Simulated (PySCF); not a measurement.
**Correlation energy of Rh (rhodium, neutral)**

[Kr] 4d7 5s1 6s1, high-spin 6F determinant (an excited configuration). All numbers are calculated (PySCF 2.14, the spin-free X2C one-electron Hamiltonian (Gaussian nucleus), in aug-cc-pwCVTZ-DK (11s10p8d4f3g, 136 functions)). Frozen: [Kr]; 9 electrons correlated.

MP2 pair energies summed by pair of shells (mhartree):

```
 pair   energy  share (%)
4d-4d  -163.64       80.9
4d-5s   -33.77       16.7
4d-6s    -3.00        1.5
5s-6s    -1.90        0.9
```

Total MP2 correlation energy: -202.32 mhartree.

Same-spin part -92.84 and opposite-spin part -109.48 mhartree; SCS-MP2 scales them by 1/3 and 6/5 to -162.32 mhartree.
